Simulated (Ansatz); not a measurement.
Calculated with Ansatz (gas phase, PBE0-D4/def2-TZVP geometries, no zero-point term in ΔE). CCSD(T)/CBS adds triple-zeta CCSD(T) − MP2 to the extrapolated MP2 energy (def2 sets, frozen cores). DFT in def2-TZVPP. For Ga outer-core shells are correlated without core-valence functions, which leaves a few kJ/mol of doubt a bond. Scalar relativity is left out up to krypton. Each species was taken in one conformer, which may not be the lowest.

Consider the formal exchange of groups at the Si–Ga bond: `C[SiH2][GaH2]` + `BSC#C` → `C#CSB[SiH2]C` + `[GaH3]`.

CCSD(T)/CBS gives +21.6 kJ/mol.

Question: Another level gave +31.9 kJ/mol. Which?
A. ωB97M-V/def2-TZVPP
B. BHLYP/def2-TZVPP
C. MP2/def2-TZVPP
D. r2SCAN0/def2-TZVPP

Answer: B. BHLYP 31.9, ωB97M-V 20.7, r2SCAN0 25.1, MP2/def2-TZVPP 13.5 kJ/mol.

Largest T1 diagnostic among the species: 0.014.

In def2-TZVPP, CCSD(T) changes the Hartree–Fock value by −13.2 kJ/mol (the triples alone add −3.6 kJ/mol) and MP2 by −20.2 kJ/mol. The D4 term adds −10.8 kJ/mol with B3LYP and −6.2 kJ/mol with PBE0; it sums over pairs of atoms, weighted by their polarisabilities, and B3LYP, whose exchange is more repulsive, gets the larger term.

B3LYP here is the variant with VWN-RPA as its local correlation; programs differ in this.
